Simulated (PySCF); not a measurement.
C2H8N2OSi.
Numbering: `[CH3:1][NH:2][SiH2:3][C:4]([NH2:5])=[O:6]` (hydrogens: H7, H8, H9 on C1; H10 on N2; H11, H12 on Si3; H13, H14 on N5)

Method: PySCF, PBE0-D3(BJ)/def2-SVP geometry optimisation, gas phase; density fitting, grid level 1; the optimiser is geomeTRIC in internal coordinates, started from a GFN2-xTB structure with every atom displaced at random (about 0.01 Å).

Step 2: E = -15090.6579 eV
```
atom  x, y, z in Å  |  force x, y, z in eV/Å
C1     -1.5123    0.7929    0.7364   -0.062   0.056   0.003
N2     -0.6670    0.5181   -0.4057    0.020  -0.044   0.045
Si3    -0.0637   -1.0827   -0.7166    0.035  -0.083  -0.075
C4      1.0095   -1.5902    0.8067    0.084   0.154   0.139
N5      1.6145   -0.5530    1.4486   -0.109   0.029  -0.085
O6      1.1440   -2.7499    1.1429    0.017  -0.150  -0.066
H7     -1.1753    0.1991    1.6020    0.003   0.016  -0.023
H8     -2.5811    0.5546    0.5763   -0.009   0.005   0.007
H9     -1.4469    1.8529    1.0345   -0.016  -0.002   0.000
H10    -0.8727    1.1003   -1.2117    0.030   0.014   0.032
H11     0.7773   -0.9867   -1.9470    0.020  -0.006   0.003
H12    -1.0761   -2.1682   -0.9155   -0.011   0.038   0.058
H13     2.1975   -0.7284    2.2602   -0.016  -0.039  -0.023
H14     1.4303    0.3987    1.1579    0.013   0.011  -0.016
```

Step 3: E = -15090.6648 eV
```
atom  x, y, z in Å  |  force x, y, z in eV/Å
C1     -1.5329    0.8154    0.7353   -0.086   0.065  -0.177
N2     -0.6636    0.4979   -0.3799   -0.037   0.023   0.111
Si3    -0.0657   -1.1050   -0.7017    0.095   0.087   0.014
C4      1.0450   -1.6073    0.7934   -0.153  -0.108  -0.008
N5      1.6099   -0.5604    1.4452   -0.036   0.046  -0.008
O6      1.2228   -2.7735    1.0950    0.090   0.067  -0.043
H7     -1.2378    0.2317    1.6156    0.054  -0.097   0.138
H8     -2.6036    0.6021    0.5461    0.034   0.013   0.024
H9     -1.4489    1.8800    1.0166   -0.008  -0.045  -0.024
H10    -0.8343    1.0854   -1.1873    0.036   0.062  -0.077
H11     0.7699   -0.9834   -1.9325   -0.008  -0.036  -0.035
H12    -1.0804   -2.1812   -0.8919   -0.060  -0.048   0.030
H13     2.2156   -0.7334    2.2374    0.065  -0.013   0.090
H14     1.3822    0.3892    1.1777    0.014  -0.016  -0.036
```

Step 4: E = -15090.6709 eV
```
atom  x, y, z in Å  |  force x, y, z in eV/Å
C1     -1.5428    0.8139    0.7279   -0.054   0.072  -0.146
N2     -0.6497    0.5078   -0.3715   -0.034  -0.034   0.095
Si3    -0.0722   -1.1055   -0.6874    0.082   0.107  -0.025
C4      1.0517   -1.6113    0.7944   -0.084  -0.178  -0.089
N5      1.6100   -0.5620    1.4447    0.002   0.052   0.087
O6      1.2583   -2.7792    1.0728    0.041   0.125  -0.011
H7     -1.2666    0.2183    1.6084    0.034  -0.063   0.094
H8     -2.6098    0.6072    0.5145    0.020  -0.002   0.015
H9     -1.4625    1.8745    1.0216   -0.005  -0.019  -0.001
H10    -0.7944    1.1048   -1.1781    0.023   0.037  -0.037
H11     0.7574   -0.9991   -1.9243   -0.022  -0.051  -0.025
H12    -1.1059   -2.1679   -0.8564   -0.051  -0.036   0.017
H13     2.2314   -0.7289    2.2273    0.049  -0.004   0.046
H14     1.3731    0.3848    1.1751    0.000  -0.005  -0.020
```

Step 5: E = -15090.6784 eV
```
atom  x, y, z in Å  |  force x, y, z in eV/Å
C1     -1.5766    0.8305    0.7036    0.057  -0.062   0.026
N2     -0.6317    0.5167   -0.3487   -0.036  -0.033  -0.044
Si3    -0.0852   -1.1120   -0.6602    0.034   0.148   0.029
C4      1.0930   -1.6185    0.7770    0.119  -0.239  -0.072
N5      1.6174   -0.5797    1.4687   -0.025   0.184   0.115
O6      1.3828   -2.7841    0.9810   -0.075   0.018  -0.004
H7     -1.3489    0.2241    1.5979   -0.026   0.048  -0.044
H8     -2.6338    0.6399    0.4390   -0.015  -0.030  -0.011
H9     -1.4986    1.8872    1.0050    0.013   0.030   0.025
H10    -0.7141    1.1292   -1.1549    0.014  -0.024   0.032
H11     0.7075   -1.0443   -1.9247   -0.048  -0.050   0.003
H12    -1.1564   -2.1509   -0.7619    0.015   0.007   0.000
H13     2.2812   -0.7452    2.2196   -0.041  -0.015  -0.076
H14     1.3414    0.3645    1.2275    0.014   0.019   0.021
```

Question: Estimate the geometry and energy of step 6. (The exact step hangs on the optimiser's Hessian estimate; all steps are aligned on step 5, rigid shifts and turns removed.)

Answer: E = -15090.6815 eV, largest force 0.141 eV/Å
```
atom  x, y, z in Å  |  force x, y, z in eV/Å
C1     -1.5722    0.8256    0.6971    0.022  -0.007   0.056
N2     -0.6148    0.5282   -0.3473   -0.003  -0.068  -0.027
Si3    -0.0863   -1.1065   -0.6534    0.026   0.042  -0.039
C4      1.1059   -1.6201    0.7686   -0.005  -0.046  -0.088
N5      1.6027   -0.5740    1.4738    0.042  -0.055   0.123
O6      1.4086   -2.7839    0.9605   -0.013   0.068   0.026
H7     -1.3502    0.2129    1.5892   -0.021   0.053  -0.061
H8     -2.6248    0.6276    0.4195   -0.017  -0.015  -0.007
H9     -1.5053    1.8800    1.0106    0.003   0.019   0.017
H10    -0.6838    1.1457   -1.1508   -0.008  -0.023   0.047
H11     0.6818   -1.0707   -1.9330   -0.032  -0.030  -0.007
H12    -1.1745   -2.1313   -0.7224    0.011   0.021  -0.008
H13     2.2740   -0.7457    2.2159   -0.021   0.050  -0.028
H14     1.3168    0.3695    1.2406    0.017  -0.008  -0.004
```

The energy changes by -0.0031 eV. The first-order estimate −F·Δx gives -0.0063 eV and the mean of the old and new forces, exact on a quadratic surface, -0.0028 eV. The step makes an angle of 81° with the force vector and moves no atom by more than 0.048 Å.

The cost below is that of the whole optimisation. Hardware: one thread of an Arm Neoverse V1 (shared host). Cost: 70 s wall, 0.51 GiB resident at most.
